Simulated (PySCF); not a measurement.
Ge(H)2(Cl)(NH2) (ClGeH4N), SMILES [NH2][GeH2][Cl].

The structure is a stationary point at ωB97X-D3(BJ)/def2-SVP. One conformer was computed; it need not be the lowest.

The numbers are results of PBE/def2-TZVPD in PySCF, not measurements.

Gas-phase values at a fixed geometry.

Computed frontier levels, gap, dipole moment and polarisability:
```json
{
  "highest_occupied_level": "-6.54 eV",
  "lowest_empty_level": "-0.93 eV",
  "orbital_gap": "5.61 eV",
  "dipole_moment": "1.74 D",
  "quadrupole, principal values (traceless, Buckingham form, about the centre of nuclear charge)": "-7.98, 2.70, 5.28 D·Å",
  "mean_static_polarisability": "57.6 bohr³ (8.54 Å³)",
  "polarisability_principal_values": "50.4, 54.3, 68.2 bohr³"
}
```
